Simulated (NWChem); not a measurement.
System: PbH2S, singlet; SMILES [SH][PbH]

Input file for NWChem:

```
start job
memory heap 200 mb stack 900 mb global 1100 mb
geometry units angstroms noautoz
  Pb     0.055389     0.449014     0.000000
  H     -1.795845     0.514457     0.000000
  S     -0.084405    -2.082135     0.000000
  H      1.254242    -2.272117     0.000000
end
basis spherical
  * library def2-svp
end
ecp
  Pb library def2-ecp
end
dft
  xc xwpbe 1.00 cpbe96 1.0 hfexch 1.00
  cam 0.05 cam_alpha 0.0 cam_beta 1.0
  iterations 150
  vectors input atomic output neutral.movecs
end
task dft energy
charge 1
dft
  odft
  mult 2
  vectors input atomic output cation.movecs
end
task dft energy
```

Output (shortened):

```
             Northwest Computational Chemistry Package (NWChem) 7.3.0
             --------------------------------------------------------

 CS  symmetry detected

                             Geometry "geometry" -> ""
                             -------------------------

 Output coordinates in angstroms (scale by  1.889725989 to convert to a.u.)

  No.       Tag          Charge          X              Y              Z
 ---- ---------------- ---------- -------------- -------------- --------------
    1 Pb                  82.0000     0.01403448     0.43227897     0.00000000
    2 H                    1.0000    -1.83835508     0.43402534     0.00000000
    3 S                   16.0000    -0.03863885    -2.10218017     0.00000000
    4 H                    1.0000     1.30574934    -2.24601809     0.00000000

 Effective nuclear repulsion energy (a.u.)     321.0082155466

      Symmetry information
      --------------------

 Group name             Cs
 Group number              2
 Group order               2
 No. of unique centers     4

 Summary of "ao basis" -> "ao basis" (spherical)
 ------------------------------------------------------------------------------
       Tag                 Description            Shells   Functions and Types
 ---------------- ------------------------------  ------  ---------------------
 Pb                         def2-svp                10       26   4s4p2d
 H                          def2-svp                 3        5   2s1p
 S                          def2-svp                 8       18   4s3p1d

      Symmetry analysis of basis
      --------------------------

        a'         39
        a"         15

            General Information
            -------------------
          SCF calculation type: DFT
          Wavefunction type:  closed shell.
          No. of atoms     :     4
          No. of electrons :    40
           Alpha electrons :    20
            Beta electrons :    20
          Charge           :     0
          Spin multiplicity:     1
          Use of symmetry is: on ; symmetry adaption is: on
          Maximum number of iterations: 150
          AO basis - number of functions:    54
                     number of shells:    24
          Convergence on energy requested:  1.00D-06
          Convergence on density requested:  1.00D-05
          Convergence on gradient requested:  5.00D-04

              XC Information
              --------------
                     Hartree-Fock (Exact) Exchange  1.000
                     LC-wPBE(h)Exchange Functional  1.000
            Perdew 1991 LDA Correlation Functional  1.000 local
           PerdewBurkeErnz. Correlation Functional  1.000 non-local

           Range-Separation Parameters
           ---------------------------
           Alpha           :  0.00
           Beta            :  1.00
           Gamma           :  0.05
           Short-Range HF  :     F

             Grid Information
             ----------------
          Grid used for XC integration:  medium
          Radial quadrature: Mura-Knowles
          Angular quadrature: Lebedev.
          Tag              B.-S. Rad. Rad. Pts. Rad. Cut. Ang. Pts.
          ---              ---------- --------- --------- ---------
          Pb                  1.80      123          10.0       590
          H                   0.35       45          11.0       434
          S                   1.00       88          10.0       590
          Grid pruning is: on
          Number of quadrature shells:   301
          Spatial weights used:  Erf1

      Superposition of Atomic Density Guess
      -------------------------------------

 Sum of atomic energies:        -617.70596974

      Non-variational initial energy
      ------------------------------

 Total energy =    -590.242670
 1-e energy   =   -1071.219928
 2-e energy   =     388.185183
 HOMO         =      -0.245865
 LUMO         =      -0.055308

      Symmetry analysis of molecular orbitals - initial
      -------------------------------------------------

  Numbering of irreducible representations:

     1 a'          2 a"

  Orbital symmetries:

     1 a'          2 a'          3 a'          4 a'          5 a"
     6 a'          7 a'          8 a'          9 a"         10 a'
    11 a'         12 a'         13 a"         14 a"         15 a'
    16 a'         17 a'         18 a'         19 a"         20 a'
    21 a"         22 a'         23 a'         24 a'         25 a'
    26 a'         27 a'         28 a"         29 a'         30 a"

   convergence    iter        energy       DeltaE   RMS-Dens  Diis-err
 ---------------- ----- ----------------- --------- --------- ---------
 d= 0,ls=0.0,diis     1   -591.9598826479 -6.85D+02  2.90D-02  2.85D-01
 d= 0,ls=0.0,diis     2   -591.8635698049  9.63D-02  1.86D-02  7.19D-01
 d= 0,ls=0.0,diis     3   -592.0001352999 -1.37D-01  4.76D-03  4.35D-02
 d= 0,ls=0.0,diis     4   -592.0082515617 -8.12D-03  1.35D-03  3.58D-03
 d= 0,ls=0.0,diis     5   -592.0089380842 -6.87D-04  2.66D-04  9.27D-05
  Resetting Diis
 d= 0,ls=0.0,diis     6   -592.0089571351 -1.91D-05  5.92D-05  8.64D-06
 d= 0,ls=0.0,diis     7   -592.0089590716 -1.94D-06  3.28D-05  3.61D-07
 d= 0,ls=0.0,diis     8   -592.0089589075  1.64D-07  2.14D-05  1.21D-06
 d= 0,ls=0.0,diis     9   -592.0089591475 -2.40D-07  2.17D-06  9.90D-09

         Total DFT energy =     -592.008959147540
      One electron energy =    -1072.499718331830
           Coulomb energy =      429.987638856392
    Exchange-Corr. energy =      -42.288955022699
 Nuclear repulsion energy =       92.792075350597

 Numeric. integr. density =       39.999988749931

                  Occupations of the irreducible representations
                  ----------------------------------------------

                     irrep           alpha         beta
                     --------     --------     --------
                     a'               15.0         15.0
                     a"                5.0          5.0

                       DFT Final Molecular Orbital Analysis
                       ------------------------------------

 Vector   18  Occ=2.000000D+00  E=-2.804158D-01  Symmetry=a'
              MO Center= -4.1D-01, -8.6D-01, -6.4D-16, r^2= 3.9D+00
   Bfn.  Coefficient  Atom+Function         Bfn.  Coefficient  Atom+Function
  ----- ------------  ---------------      ----- ------------  ---------------
    43      0.424892  3 S  py                40      0.325764  3 S  py
    12     -0.244847  1 Pb py                27     -0.244871  2 H  s
    11      0.220189  1 Pb px                37      0.186906  3 S  py
    28     -0.156502  2 H  s                 21      0.138534  1 Pb d  2
    14      0.133617  1 Pb px                15     -0.107861  1 Pb py

 Vector   19  Occ=2.000000D+00  E=-2.524547D-01  Symmetry=a"
              MO Center= -1.1D-02, -1.8D+00,  2.4D-13, r^2= 2.1D+00
   Bfn.  Coefficient  Atom+Function         Bfn.  Coefficient  Atom+Function
  ----- ------------  ---------------      ----- ------------  ---------------
    44      0.600638  3 S  pz                41      0.420649  3 S  pz
    38      0.242252  3 S  pz                13      0.176063  1 Pb pz
    16      0.159155  1 Pb pz                18      0.066233  1 Pb d -1
    10     -0.063755  1 Pb pz                 7     -0.062278  1 Pb pz
    23     -0.039729  1 Pb d -1

 Vector   20  Occ=2.000000D+00  E=-2.431114D-01  Symmetry=a'
              MO Center= -3.6D-01, -3.4D-02, -4.1D-16, r^2= 4.2D+00
   Bfn.  Coefficient  Atom+Function         Bfn.  Coefficient  Atom+Function
  ----- ------------  ---------------      ----- ------------  ---------------
     3      0.328540  1 Pb s                 11      0.319463  1 Pb px
    27     -0.299783  2 H  s                 43     -0.292554  3 S  py
     4      0.257262  1 Pb s                 28     -0.255148  2 H  s
     1     -0.217116  1 Pb s                 40     -0.206485  3 S  py
    12      0.190366  1 Pb py                14      0.178742  1 Pb px

 Vector   21  Occ=0.000000D+00  E=-9.071914D-02  Symmetry=a"
              MO Center=  3.4D-04,  1.8D-01,  1.6D-13, r^2= 4.0D+00
   Bfn.  Coefficient  Atom+Function         Bfn.  Coefficient  Atom+Function
  ----- ------------  ---------------      ----- ------------  ---------------
    13      0.568735  1 Pb pz                16      0.547986  1 Pb pz
    44     -0.315314  3 S  pz                10     -0.190263  1 Pb pz
     7     -0.184365  1 Pb pz                41     -0.184838  3 S  pz
    38     -0.105109  3 S  pz                46      0.026802  3 S  d -1
    18     -0.025003  1 Pb d -1

 Vector   22  Occ=0.000000D+00  E=-1.101461D-02  Symmetry=a'
              MO Center=  4.4D-02,  2.2D-01, -1.6D-15, r^2= 5.3D+00
   Bfn.  Coefficient  Atom+Function         Bfn.  Coefficient  Atom+Function
  ----- ------------  ---------------      ----- ------------  ---------------
    15      0.815631  1 Pb py                43      0.522359  3 S  py
    35      0.448888  3 S  s                 12      0.427623  1 Pb py
    40      0.223705  3 S  py                14     -0.218484  1 Pb px
     3     -0.214716  1 Pb s                 34      0.186730  3 S  s
    28     -0.178187  2 H  s                  9     -0.145732  1 Pb py

 Vector   23  Occ=0.000000D+00  E= 3.436321D-02  Symmetry=a'
              MO Center=  3.0D-01, -1.1D-01,  2.9D-15, r^2= 5.8D+00
   Bfn.  Coefficient  Atom+Function         Bfn.  Coefficient  Atom+Function
  ----- ------------  ---------------      ----- ------------  ---------------
    28      0.959897  2 H  s                 14      0.877049  1 Pb px
     3     -0.596023  1 Pb s                 51      0.519145  4 H  s
    42     -0.489849  3 S  px                11      0.314469  1 Pb px
     1      0.247323  1 Pb s                 43      0.225276  3 S  py
    15      0.202048  1 Pb py                27      0.197834  2 H  s

     Multipole analysis of the density
     ---------------------------------

[...]
```

Level: LC-wPBE (HJS exchange hole, range parameter 0.05 per bohr)/def2-SVP with def2 effective core potentials on Pb, vertical spin-unrestricted ions. Low-valent species are run as closed-shell singlets; no triplet was tried in these runs. Structure relaxed at the PBE0/def2-SVP level. def2 effective core potentials on Pb; no spin-orbit coupling.
